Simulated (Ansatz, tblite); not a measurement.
Dissociation curve of NB, triplet.

- UKS-B3LYP = Ansatz (an electronic-structure program) with unrestricted B3LYP/cc-pVDZ
- GFN2-xTB, 300 K electronic temperature (tblite)
- FCI = full CI/cc-pVDZ, frozen core (Ansatz)

Energies relative to the lowest point of each curve between 1.11 and 1.66 Å, where full CI is lowest, in eV:

```
R / Å  UKS-B3LYP  GFN2-xTB
-----  ---------  --------
1.11       2.046     1.504
1.22       0.375     0.099
1.28       0.051     0.000
1.35       0.000     0.209
1.42       0.180     0.621
1.48       0.450     1.062
1.53       0.723     1.459
1.56       0.899     1.705
1.61       1.203     2.123
1.66       1.473     2.545
```

What does FCI give at the same points?

1.11: 2.383; 1.22: 0.542; 1.28: 0.138; 1.35: 0.000; 1.42: 0.101; 1.48: 0.309; 1.53: 0.535; 1.56: 0.685; 1.61: 0.950; 1.66: 1.226 (eV).

The scan ran from 1.11 to 5.22 Å; beyond the distances shown full CI changes its symmetry label.
